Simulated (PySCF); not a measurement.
**Property card for `OCC1CCCC1`**

Compound: C6H12O.
Numbering: `[OH:1][CH2:2][CH:3]1[CH2:4][CH2:5][CH2:6][CH2:7]1` (hydrogens: H8 on O1; H9, H10 on C2; H11 on C3; H12, H13 on C4; H14, H15 on C5; H16, H17 on C6; H18, H19 on C7)

Among its groups: alcohol.

GFN2-xTB geometry:

* Point group of the GFN2-xTB geometry: C1
* Rotational constants A, B, C of the GFN2-xTB geometry: 5.541, 1.709, 1.420 GHz

From PBE0/pcSseg-1 ground state and GIAO shieldings, non-relativistic (PySCF):

- Dipole moment: 1.70 D
- HOMO energy: -7.57 eV
- LUMO energy: 1.19 eV
- HOMO–LUMO gap: 8.76 eV
- Lowest Hirshfeld atomic charge: -0.23 e on O1
- Highest Hirshfeld atomic charge: +0.16 e on H8
- 13C chemical shifts (computed TMS as zero) by class: 74.1 (C2), 49.2 (C3), 32.8 (C4/C7), 29.8 (C5/C6) ppm
- 1H chemical shifts (computed TMS as zero) by class: 3.79 (H9/H10), 1.95 (H13/H18), 1.73 (H11), 1.67 (H14/H17), 1.59 (H15/H16), 1.05 (H12/H19), -0.20 (H8) ppm
- Isotropic shieldings of nuclei other than C and H, by class: 288 (O1) ppm
- Mayer bond orders between heavy atoms: O1–C2 0.94, C2–C3 1.01, C3–C4 0.98, C4–C5 1.03, C5–C6 1.04, C6–C7 1.04, C7–C3 0.99

Monoisotopic mass (most abundant isotopes): 100.0888 u.

With B = h/(8π²I), that is 505.379 GHz u Å² over I, the principal moments of inertia are 91.2, 295.7 and 355.8 u Å² (most abundant isotopes); the inertial defect Ic − Ia − Ib is -31.1 u Å² (zero for a rigid planar frame, negative otherwise). The rotational constants make it an asymmetric top with κ = (2B − A − C)/(A − C) = -0.86, nearer the prolate limit (−1). The dipole equals about 5.7 × 10⁻³⁰ C·m (1 D = 3.33564 × 10⁻³⁰ C·m).

The structure is a single GFN2-xTB conformer in the gas phase; no vibrational or solvent corrections. NMR classes are plain means over equivalent atoms (diastereotopic ones count apart unless rotation or inversion swaps them), as if these changed places fast; in this geometry the members of some classes differ.
